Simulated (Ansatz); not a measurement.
Energy needed to pull apart GeH4 (SMILES [GeH4]), singlet, into free ground-state atoms, from the structure below (displaced at random from a GFN2-xTB minimum); no zero-point or spin–orbit terms; open-shell atoms are treated unrestricted, in their ground-state multiplicity.

Ge1  (-0.126, -0.138, -0.119)
H2  (1.155, -0.762, 0.643)
H3  (-1.146, -0.079, 0.899)
H4  (-0.185, -0.576, -1.357)
H5  (0.441, 1.417, -0.262)
(Å)

Computed with Ansatz 0.2.0 (basis: def2-TZVPP); correlated methods freeze the cores. Filled d shells of the heavier atoms are correlated. The def2 sets are not built for correlating such inner shells, so the correlated values are less sure here.

| method | atomization energy (kcal/mol) |
| --- | --- |
| PBE-D4 | 266.1 |
| r2SCAN-D4 | 273.9 |
| PBE0-D4 | 266.7 |
| r2SCANh-D4 | ? |
| BHLYP-D4 | 271.2 |
| wB97M-V | ? |
| HF | 200.1 |
| MP2 | 263.3 |
| CCSD | 271.4 |
| CCSD(T) | 273.0 |

Question: What does r2SCANh-D4 give? (To be estimated.)

Answer: By the calculation: 273.2 kcal/mol, which is about 0.2 kcal/mol more than CCSD(T)/def2-TZVPP.

Question: What does wB97M-V give? (Judge from chemistry; the value comes from the calculation.)

Answer: Computed: 271.8 kcal/mol, which is about 1.1 kcal/mol less than CCSD(T)/def2-TZVPP.

In triple zeta the MP2 and coupled-cluster atomization energies are still short of their basis limit by a few kcal/mol a bond, whereas those of the functionals are nearly converged, so these differences are not deviations from converged CCSD(T).

No T1 diagnostic of these runs exceeds 0.013.

For scale, one of the runs: CCSD(T)/def2-TZVPP forces, 104 basis functions (an equivalent command: `ansatz run in.yaml --threads 4`). The run took about 8.5 s on 4 CPU threads (shared host).
